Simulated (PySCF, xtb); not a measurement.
Ge(Cl)(NH2) (ClGeH2N), SMILES [NH2][Ge][Cl] (connectivity only; charge and spin as stated), neutral, multiplicity 1. Other conformers were not sampled.

Harmonic wavenumbers (cm⁻¹) from GFN2-xTB in xtb 6.7.1 at its own minimum, in rising order: 195, 336, 381, 441, 582, 627, 1471, 3429, 3473.

Task: What does B3LYP-D3(BJ)/def2-TZVP run with PySCF 2.14.0 give at its own minimum? (The exact figures need the calculation; the answer reports its results.)

Result: 208, 360, 434, 500, 684, 729, 1550, 3532, 3647. Paired by order, the mean absolute difference is 79 cm⁻¹ and the zero-point energies are 15.6 and 16.6 kcal/mol.
